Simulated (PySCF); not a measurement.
**In⁺ (indium, charge +1): UHF calculation**

Configuration: [Kr] 4d10 5s1 5p1, high-spin 3P determinant (an excited configuration). All numbers are calculated (PySCF 2.14, the spin-free X2C one-electron Hamiltonian (Gaussian nucleus), in x2c-QZVPPall).

| Item | Value |
| --- | --- |
| Total energy | -5877.976147 hartree |
| One-electron energy | -8077.6171 hartree |
| Hartree (Coulomb) energy | 2358.1986 hartree |
| Exchange energy | -158.5576 hartree |
| ⟨S²⟩ | 2.0025 |
| ⟨L²⟩ | 2.024 |
| Sum of ⟨r⟩ | 31.53 bohr |
| Sum of ⟨r²⟩ | 44.45 bohr² |
| Traceless quadrupole moment −½Σ⟨3z² − r²⟩ along its main axis | -4.84 e·bohr² |
| Langevin diamagnetic susceptibility | -35.2 ×10⁻⁶ cm³/mol |

| shell | electrons | mean orbital energy (hartree) | spread (hartree) | rms radius, mean of both spins (bohr) |
| --- | --- | --- | --- | --- |
| 1s α | 1 | -1032.27876 | 0 | 0.0340 |
| 1s β | 1 | -1032.27410 | 0 | 0.0340 |
| 2s α | 1 | -158.17134 | 0 | 0.139 |
| 2s β | 1 | -158.16857 | 0 | 0.139 |
| 2p α | 3 | -141.81876 | 0.00019 | 0.124 |
| 2p β | 3 | -141.81773 | 0.00254 | 0.124 |
| 3s α | 1 | -31.71619 | 0 | 0.371 |
| 3s β | 1 | -31.70881 | 0 | 0.371 |
| 3p α | 3 | -26.21398 | 0.00182 | 0.372 |
| 3p β | 3 | -26.21003 | 0.00671 | 0.372 |
| 3d α | 5 | -17.66105 | 0.00491 | 0.352 |
| 3d β | 5 | -17.66068 | 0.00590 | 0.352 |
| 4s α | 1 | -5.63390 | 0 | 0.907 |
| 4s β | 1 | -5.61906 | 0 | 0.907 |
| 4p α | 3 | -3.90557 | 0.00262 | 0.990 |
| 4p β | 3 | -3.89994 | 0.01492 | 0.990 |
| 4d α | 5 | -1.33847 | 0.01194 | 1.27 |
| 4d β | 5 | -1.32832 | 0.01932 | 1.27 |
| 5s α | 1 | -0.74088 | 0 | 2.71 |
| 5p α | 1 | -0.48303 | 0 | 3.33 |

Densities and radii are taken from the X2C orbitals without a picture-change correction, which distorts them close to the nucleus.

Spin-orbit constants ζ (cm⁻¹) from the X2C one-electron operator on these orbitals: bare nucleus, nucleus screened by l(l+1)(2l+1)/3 electrons, and screened by the Breit-Pauli mean field of the electrons.

```tsv
shell	bare	screened nucleus	mean field
2p	1131000	1084000	n/a
3p	207000	198500	n/a
3d	30930	24620	n/a
4p	33700	32320	n/a
4d	3333	2653	n/a
5p	2127	2040	n/a
```

To first order the Landé constant is A = 1020 cm⁻¹, so the lowest level has J = 0 and lies 0.253 eV below the centre of the term. This holds in LS coupling only.
